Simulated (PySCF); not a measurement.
**Simulated characterisation data**

Method: geometry from GFN2-xTB, σ from GIAO-PBE0/pcSseg-1, in PySCF 2.14 (one averaged value for each set of equivalent atoms, in vacuum, one conformer, no relativistic terms).

Shifts are taken against calculated references (same method and geometry level): ¹H (31.72 ppm), ¹³C (186.93 ppm) against TMS. Splittings of carbon signals by F and P are missing where no couplings were computed. Where no couplings were computed, multiplicities follow the n + 1 count of equivalent neighbours, and m marks all less simple cases (inequivalent or close neighbours, rings, F or P nearby). Shifts are as computed. Against solution values, carbons near 30 ppm lie about +3 ppm off and those near 130 ppm about +5 ppm. Of 1211 compounds with measured shifts, 218 miss one by over three times the rms of a fit or turn the order of signals round; such compounds aren't used in these exercises.

Compound 1 (C7H8NOP). ¹H NMR (400 MHz, computed): δ 9.30 (m, 1H), 9.10 (m, 1H), 3.44 (m, 3H), 3.03 (s, 3H). ¹³C{¹H} NMR (computed): δ 211.3, 178.1, 164.2, 153.2, 150.5, 33.1, 30.4. Structure: SMILES CC(=O)c1nccpc1C.

Compound 2 (C5H9N3OSi). ¹H NMR (400 MHz, computed): δ 9.38 (s, 1H), 4.43 (m, 3H), 4.34 (m, 2H), 2.63 (s, 3H). ¹³C{¹H} NMR (computed): δ 169.4 (C), 158.0 (C), 156.7 (CH), 58.5 (CH2), 22.4 (CH3). Structure: SMILES n1ncnc(C)c1OC[SiH3].
